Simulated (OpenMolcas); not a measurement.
**Pr I: effect of correlating more closed shells**

```
Program             : OpenMolcas
Basis               : ANO-RCC-VQZP [9s8p6d4f3g2h]
Scalar Hamiltonian  : DKH2, point nucleus
Active space        : 3 electrons in 7 orbitals (4f)
State averaging     : 2S+1 = 4 odd, 35 roots; 2S+1 = 2 odd, 112 roots (89 in the spin-orbit step)
Spin-orbit coupling : state interaction with AMFI integrals over the reference wave functions, term energies averaged over their components
```

Methods on the same reference wave functions:
A. CASSCF
B. MS-CASPT2, IPEA 0.25 Eh, imaginary shift 0.1 Eh (closed shells correlated: 6s)
C. MS-CASPT2, IPEA 0.25 Eh, imaginary shift 0.1 Eh (closed shells correlated: 5s 5p 6s)

Energies in cm⁻¹ above 4f³ 6s² ⁴I°_9/2, the measured ground level; measured values from NIST Handbook of Basic Atomic Spectroscopic Data.

```csv
Level,A,B,C,Measured
4f³ 6s² ⁴I°_9/2,0.0,0.0,0.0,0.0
4f³ 6s² ⁴I°_11/2,1460,1500,1520,1377
4f³ 6s² ⁴I°_13/2,3060,3120,3140,2847
4f³ 6s² ⁴I°_15/2,4766,4810,4830,4381
4f³ 6s² ⁴F°_3/2,13393,12590,11090,
4f³ 6s² ²H°_9/2(1),13467,10850,9850,
4f³ 6s² ⁴F°_5/2,14195,13450,11960,
4f³ 6s² ⁴S°_3/2,14888,13630,12410,
4f³ 6s² ⁴F°_7/2,14981,14060,12610,
4f³ 6s² ⁴F°_9/2 [74 %],15799,14710,13300,
4f³ 6s² ²H°_11/2(1),15896,13200,12210,
4f³ 6s² ²G°_7/2,18444,16070,14740,
4f³ 6s² ²K°_13/2,20246,17860,16680,
4f³ 6s² ²G°_9/2 [66 %],20508,18260,16930,
4f³ 6s² ⁴G°_5/2,20511,19350,17440,
4f³ 6s² ⁴G°_7/2,21534,20310,18420,
4f³ 6s² ²K°_15/2,21881,19510,18320,
4f³ 6s² ⁴G°_9/2,22640,21390,19500,
4f³ 6s² ⁴G°_11/2,23748,22540,20620,
4f³ 6s² ²P°_1/2,25105,22070,20270,
4f³ 6s² ²D°_5/2(1),25322,22310,20490,
4f³ 6s² ²I°_11/2,31834,28720,26410,
4f³ 6s² ²L°_15/2,32458,30030,27870,
```

Deviations, from unrounded energies. A percentage is the sum of absolute deviations over the sum of measured energies, with the sign that they share, or ± where signs differ.

```csv
Against measurement,Levels,A,B,C
mean absolute deviation (cm-1),3,230,270,300
fine structure of the ground term (%),3,+7.9,+9.5,+10.3
```

A lies closest to measurement on these levels and C furthest from it. The largest miss of A in the table is 4f³ 6s² ⁴I°_15/2, by +390 cm-1. The ranking rests on the paired levels alone, and a cruder setting can come out closer through cancelling errors.

Between B and C the level of the table that moves most is 4f³ 6s² ²I°_11/2, by 2300 cm-1 (lowest in C, highest in B). Moves below CASPT2's spread within the term are not significant.

The mean deviations of B to C differ by less than CASPT2's widest spread within a term (1900 cm-1), so their order carries little weight.

From A to B the spin-free energies of the other terms of 4f³ 6s² shown, above ⁴I°, scale by factors of 0.77 to 0.94, as is usual when dynamic correlation screens the repulsion within a d or f shell.

The lowest spin-free term lies below A's lowest term by 0.056 hartree in B, 0.392 hartree in C.

What an inner shell adds also hangs on whether the basis holds functions to correlate it.

Term energies are means over components that CASPT2 splits; among the terms shown or strongly mixed into the levels shown the widest spread is 1900 cm-1 (4f³ 6s² ²L°, C). High states are left out of the spin-orbit mixing, which shifts the levels that they would mix with. With the s shell closed, the reference lacks s² → p² mixing. Without dynamic correlation excited terms often stand tens of per cent too high (terms of higher spin than the ground term too low), and those without a measured partner can miss by more than the paired ones (holds for A). Blocks of more than 70 roots (2S+1 = 2 odd) ran without multistate coupling (holds for B; C). The CASPT2 spread within a term exceeds the gap to the next term for 4f³ 6s² ⁴S° and 4f³ 6s² ⁴F°, 4f³ 6s² ²I° and 4f³ 6s² ²L°, 4f³ 6s² ²L° and 4f³ 6s² ²H°(2), so the order of their levels is uncertain, and so are names and mixing where such terms share a J (holds for C). Measured partners are found by configuration, term and J. A level has none where our copy of the source lacks it or the pairing is in doubt (some pairs that miss far off the trend of their configuration count as doubtful), and it then counts in no deviation. Levels of configurations outside the active space are missing. Levels that lie high or do not pair safely by name in every column are left out.

A share in square brackets marks a mixed level and gives the weight of the term that names it, the lowest over the columns. A number in round brackets counts repeated terms of one configuration in the order of the reference energies. ° marks odd parity.
